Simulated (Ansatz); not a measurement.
The same path of CH6AlFOSi (11 atoms, charge 0, multiplicity 1) was run twice with different band settings. The coordinate that changes most is the dihedral Al3–O4–Si5–H9.

Level of theory: RKS BLYP-D4/def2-SVP in Ansatz.

Relaxed end points:

```xyz
11
Properties=species:S:1:pos:R:3
F -1.353 0.685 1.028
C -0.495 -0.047 1.891
Al 0.924 -0.886 0.764
O 0.854 -0.457 -0.897
Si 0.004 0.457 -2.019
H -0.088 0.652 2.661
H -1.109 -0.788 2.456
H 2.062 -1.871 1.267
H -1.412 -0.025 -2.138
H 0.006 1.909 -1.638
H 0.673 0.313 -3.355
```

```xyz
11
Properties=species:S:1:pos:R:3
F -1.702 -0.512 0.462
C -0.811 -1.125 1.383
Al 1.035 -0.501 0.947
O 1.133 0.503 -0.443
Si 0.226 1.212 -1.664
H -1.135 -0.863 2.418
H -0.929 -2.232 1.305
H 2.358 -0.849 1.750
H -0.765 2.185 -1.095
H 1.155 1.954 -2.579
H -0.501 0.170 -2.464
```

Common settings: movable images 9; spring 5.0 eV/Å²; start path IDPP; force threshold 0.03 eV/Å; iteration limit 60; end points relaxed.

| run | climbing image | optimiser |
| --- | --- | --- |
| 1 | yes | quadratic models (default) |
| 2 | from the first iteration | lbfgs |

Task: What does each run give, and how far can it be trusted?

Result: Run 1: converged after 9 iterations, highest image 0.021 eV above the first end. A vibrational analysis at the climbing image gives no mode beyond 40i cm⁻¹: the surface is too flat there to confirm a saddle point.
Run 2: converged after 52 iterations, highest image 0.031 eV above the first end. The order of the stationary point at the top wasn't checked.
